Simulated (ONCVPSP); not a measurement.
# thallium (Tl), ONCV: configuration errors across variants

ONCVPSP 4.0.1 input, shortened (lines: element, Z, core and valence counts, functional; n l f; lmax; l rc ep ncon nbas qcut; lloc lpopt rc5 dvloc0; l nproj debl; icmod fcfact rcfact), BLYP, scalar-relativistic:

```
  Tl 81.00   10    5  -106131      upf
    1    0    2.00
    2    0    2.00
    2    1    6.00
    3    0    2.00
    3    1    6.00
    3    2   10.00
    4    0    2.00
    4    1    6.00
    4    2   10.00
    4    3   14.00
    5    0    2.00
    5    1    6.00
    5    2   10.00
    6    0    2.00
    6    1    1.00
    2
    0    1.65    0.00    5    9    6.70
    1    1.35    0.00    4    8   10.80
    2    2.05    0.00    4    9    7.10
    4    3    1.00   -1.00
    0    2    4.00
    1    2    0.30
    2    2    1.10
    3    2.75    1.25
```

All-electron excitation energies from the reference (eV): (1) 5s2 5p6 5d10 6s2 6p0 5.189; (2) 5s2 5p6 5d10 6s1 6p0 26.003; (3) 5s2 5p6 5d9 6s2 6p2 14.556.

2 further variants failed, have other tests or too few solved ones, and are left out.

Errors AE − PS in meV (a dash: test not solved or not reliable):

| change | (1) | (2) | (3) | bound ghosts | GHOST(+) flags above zero |
| --- | --- | --- | --- | --- | --- |
| base | -2.2 | -13 | +13 | none | s |
| s: qcut 4.5; p: qcut 7.2; d: qcut 4.8 | -2.2 | -18 | +80 | none | s, d |
| s: qcut 5.5; p: qcut 8.9; d: qcut 5.8 | -2.2 | -15 | +40 | none | s, d |
| s: qcut 6.1; p: qcut 9.8; d: qcut 6.4 | -2.2 | -14 | +24 | none | s |
| s: qcut 7.7; p: qcut 12.4; d: qcut 8.2 | -2.2 | -12 | +3.7 | none | s, d |

Q: Give the same row for: s: qcut 7.1; p: qcut 11.4; d: qcut 7.5.

A: -2.2, -12, +8.4; bound ghosts: none; GHOST(+) flags above zero: s.
